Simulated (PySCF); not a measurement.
C3H11NOSi4.
Cartesian coordinates in Å at the GFN2-xTB level; atoms count from 1:
```xyz
20
C3H11NOSi4 angstrom
C      2.2424    0.2353   -1.5748
O      1.6567    0.2041   -0.3040
Si     0.0980    0.3229    0.1589
C     -0.5423    2.1296   -0.1970
C     -0.4356    2.4252   -1.5844
N     -0.3154    2.6069   -2.7100
Si     0.0893   -0.4333    2.3761
Si    -1.2606   -2.2403    1.6810
Si    -1.3238   -1.4303   -0.5399
H      2.0328    1.1800   -2.0786
H      1.8603   -0.5827   -2.1896
H      3.3192    0.1209   -1.4476
H      0.0500    2.8553    0.3637
H     -1.5831    2.2233    0.1125
H      1.3594   -0.7463    3.0377
H     -0.5592    0.4841    3.3260
H     -0.6694   -3.5750    1.8496
H     -2.5582   -2.3849    2.3555
H     -0.8171   -2.3320   -1.5860
H     -2.6488   -1.0521   -1.0520
```

Computed at PBE0/pcSseg-1 (PySCF, non-relativistic), with Q(17O) = −0.0256 b, Q(14N) = 0.02044 b: O2, 17O (I = 5/2): χzz = -10.31 MHz, η = 0.321; N6, 14N (I = 1): χzz = -4.450 MHz, η = 0.114.

Problem. Find the zero-field quadrupole resonance frequencies of 17O at O2.

Solution. From the eigenvalues of H = χ/[4I(2I − 1)] × [3Iz² − I(I + 1) + η(Ix² − Iy²)], steps between neighbouring levels, labelled as for η = 0: ±1/2↔±3/2 1.712 MHz, ±3/2↔±5/2 3.033 MHz (silyl ether oxygen).

Problem. Find the zero-field quadrupole resonance frequencies of 14N at N6.

Solution. From ν± = (3/4)|χ|(1 ± η/3) and ν0 = |χ|η/2: ν+ 3.464 MHz, ν− 3.210 MHz, ν0 0.254 MHz (nitrile nitrogen).

In a crystal, neighbours and librations shift these lines. The structure is a single GFN2-xTB conformer in the gas phase; no vibrational or solvent corrections. GFN2-xTB bond lengths can be off by several hundredths of an ångström, more for odd bonds, and the gradients follow them. With a basis this small, the couplings can be 20 % off.
